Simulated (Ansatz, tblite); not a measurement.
Cost and result up the ladder for Sn₃H₈ (11 atoms). The state is a singlet with charge 0. Geometry: PBE0-D4/def2-SVP.

```xyz
11

Sn   -1.5986   -1.4204   -0.9527
H    -2.7190   -0.2966   -1.6013
H    -1.5214   -2.7800   -1.9953
H    -2.1781   -1.9384    0.5753
Sn    0.8985   -0.2300   -0.6597
H     1.3326    0.5627   -2.1199
H     2.0749   -1.4464   -0.3655
Sn    0.9299    1.5957    1.4383
H     2.4736    2.3234    1.6093
H    -0.2285    2.8297    1.1665
H     0.5362    0.8003    2.9049
```

Ansatz on 4 threads of Arm Neoverse V2 on a shared host; xTB runs through tblite on one thread. Times are rough, summed over both states, and most runs start from the orbitals of an earlier one. PBE0-D4/def2-TZVP serves as the yardstick here, not as an exact answer. Differences are given only for rows in sets of like size (and for xTB, whose basis is part of the method), since another set adds its own error. The other state is a doublet.

In the def2 sets Sn takes a core potential; there is no spin–orbit coupling. The xTB rows come from tblite. Correlated methods freeze 12 core orbitals; core or outer-core shells of Sn are correlated, in sets that lack core-valence functions. The rows differ in basis, and correlated rows in double-zeta sets carry the largest basis error.

Correlated methods converge slowly with the basis, most of all in double-zeta sets.

Raw xTB energies of ions are shifted by several eV.

| level | functions | wall time | vertical IE (eV) | difference from PBE0-D4/def2-TZVP (eV) |
| --- | --- | --- | --- | --- |
| GFN2-xTB | 35 | 0.008 s | 13.23 | 4.25 |
| GFN1-xTB | 43 | 0.01 s | 13.48 | 4.50 |
| PBE-D4/def2-TZVP | 198 | 6.6 s | 8.80 | -0.17 |
| PBE0-D4/def2-TZVP | 198 | 12 s | 8.98 | 0.00 |
| r2SCAN-D4/def2-TZVP | 198 | 14 s | 8.88 | -0.10 |
| CCSD(T)/def2-SVP | 118 | 100 s | 8.94 | – |
